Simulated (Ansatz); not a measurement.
System: CH₂BrF, charge 0, singlet. CH2BrF (bromo(fluoro)methane, SMILES FCBr).
B3LYP-D3(BJ)/def2-TZVP minimum from Ansatz (a quantum-chemistry and plane-wave program):
```xyz
5

F     -1.8086     0.8720    -0.1203
C     -1.1928    -0.3299     0.0514
Br     0.7524    -0.1183     0.0147
H     -1.4463    -0.7339     1.0269
H     -1.4520    -0.9932    -0.7682
```

Total energies in hartree (Ansatz). UHF or UKS for unpaired electrons; spin-orbit terms are left out. Cores are frozen in correlated methods (noble-gas shells, and filled d and f shells in the p block). No relativity. Where a partner has so few electrons that a lower coupled-cluster level is exact, that level stands in. Spin-orbit terms, left out, reach several kcal/mol for Br and I, and more for heavier atoms.

```tsv
species	HF/cc-pVTZ	CCSD(T)/cc-pVTZ	HF/cc-pVQZ	CCSD(T)/cc-pVQZ	CCSD(T)/cc-pVDZ	CCSDT(Q)/cc-pVDZ
1: CH2BrF (bromo(fluoro)methane, SMILES FCBr)	-2710.97383	-2711.60436	-2710.98801	-2711.67081	-2711.32530	-2711.32684
2: F (doublet)	-99.40552	-99.62036	-99.41377	-99.65026	-99.52757	-99.52776
3: C (triplet)	-37.69157	-37.78076	-37.69331	-37.78654	-37.76038	-37.76071
4: Br (doublet)	-2572.44509	-2572.60263	-2572.44802	-2572.62195	-2572.47590	-2572.47619
5: H (doublet)	-0.49981	-0.49981	-0.49995	-0.49995	-0.49928	-0.49928
```

**Question.** Work out the atomisation energy (electronic, to ground-state atoms) in kJ/mol: take Hartree-Fock from cc-pVQZ, extrapolate the CCSD(T) correlation energy as X^-3 (X = 3, 4), and add CCSDT(Q) - CCSD(T) in cc-pVDZ. 1 hartree = 2625.5 kJ/mol.

**Answer.** 
Species 1: correlation (64·(-0.68280) - 27·(-0.63053))/37 = -0.72094; step -0.00154; E1 = -2710.98801 + (-0.72094) + (-0.00154) = -2711.71049
Species 2: correlation (64·(-0.23649) - 27·(-0.21484))/37 = -0.25229; step -0.00019; E2 = -99.41377 + (-0.25229) + (-0.00019) = -99.66625
Species 3: correlation (64·(-0.09323) - 27·(-0.08919))/37 = -0.09618; step -0.00033; E3 = -37.69331 + (-0.09618) + (-0.00033) = -37.78982
Species 4: correlation (64·(-0.17393) - 27·(-0.15754))/37 = -0.18589; step -0.00029; E4 = -2572.44802 + (-0.18589) + (-0.00029) = -2572.63420
Species 5: correlation (64·(0.00000) - 27·(0.00000))/37 = 0.00000; step +0.00000; E5 = -0.49995 + (0.00000) + (+0.00000) = -0.49995
-1·E1 +1·E2 +1·E3 +1·E4 +2·E5 = 0.62032 hartree = 1628.6 kJ/mol.
